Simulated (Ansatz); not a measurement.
`C=C[Si]([SiH3])(Br)Br` from Hartree–Fock to CCSD(T)

```xyz
12

C    -2.071   -0.390   -1.131
C    -1.090   -0.833   -0.351
Si    0.658   -0.232   -0.407
Si    1.362    0.908    1.505
Br    0.923    1.123   -2.152
Br    1.986   -2.007   -0.647
H    -3.086   -0.766   -1.039
H    -1.897    0.360   -1.896
H    -1.310   -1.592    0.399
H     2.797    1.255    1.358
H     0.552    2.144    1.669
H     1.175    0.031    2.692
```

The species carries charge 0 and has multiplicity 1. Correlated methods freeze the filled d shell of Br. Scalar relativity is left out up to krypton. The structure was optimised at the PBE0-D4/def2-TZVP level. It is one conformer, not always the lowest. Frozen core, restricted reference, the Gaussian-basis code of Ansatz.

| basis | HF (Eh) | MP2 corr. |
| --- | --- | --- |
| def2-SVP | -5801.13746 | -0.69555 |
| def2-TZVPP | -5802.06428 | -0.88533 |
| def2-QZVPP | -5802.18383 | -0.96084 |

(1) Estimate the CCSD correlation energy and the (T) correction in each basis where they were run (hartree).

Results:

(1) 
```
     basis  CCSD corr.       (T)
  def2-SVP    -0.76629  -0.02492
def2-TZVPP    -0.95665  -0.04285
```
